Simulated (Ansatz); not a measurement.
Consider the ligand exchange at a B–C bond: `OB(O)c1ccc[nH]1` + `C=CCO` → `C=CCOB(O)O` + pyrrole.

Computed with Ansatz on PBE0-D4/def2-TZVP structures; ΔE is electronic, products minus reactants. CCSD(T)/CBS is the MP2 limit (def2-TZVPP, def2-QZVPP) plus CCSD(T) − MP2 in def2-TZVPP, frozen cores. DFT in def2-TZVPP. One conformer a species, not always the lowest.

```
             level  ΔE (kJ/mol)  difference from CCSD(T)/CBS
            PBE-D4        -68.0                         11.9
         r2SCAN-D4        -76.9                          3.0
           PBE0-D4        -74.0                          5.9
           ωB97X-V        -81.3                         -1.4
           ωB97M-V        -82.0                         -2.1
            B2PLYP        -81.5                         -1.6
               PBE        -70.2                          9.7
            r2SCAN        -77.5                          2.4
              PBE0        -76.0                          3.9
    MP2/def2-TZVPP        -76.5                          3.4
   CCSD/def2-TZVPP        -84.3                         -4.4
     HF/def2-QZVPP        -99.8                        -19.9
SCS-MP2/def2-QZVPP        -80.4                         -0.5
      HF/CBS(def2)        -99.9                        -20.0
     MP2/CBS(def2)        -75.9                          4.0
    CCSD/CBS(def2)        -83.6                         -3.7
       CCSD(T)/CBS        -79.9                            0
```

Largest T1 diagnostic among the species: 0.012.

The D4 term adds +3.5 kJ/mol with B3LYP and +2.0 kJ/mol with PBE0; it sums over pairs of atoms, weighted by their polarisabilities, and B3LYP, whose exchange is more repulsive, gets the larger term. From PBE to PBE0 (25 % exact exchange), in def2-TZVPP and without D4, ΔE moves by −5.8 kJ/mol. In def2-TZVPP, CCSD(T) changes the Hartree–Fock value by +18.4 kJ/mol (the triples alone add +3.7 kJ/mol) and MP2 by +22.4 kJ/mol.

B3LYP here is the variant with VWN-RPA as its local correlation; programs differ in this.
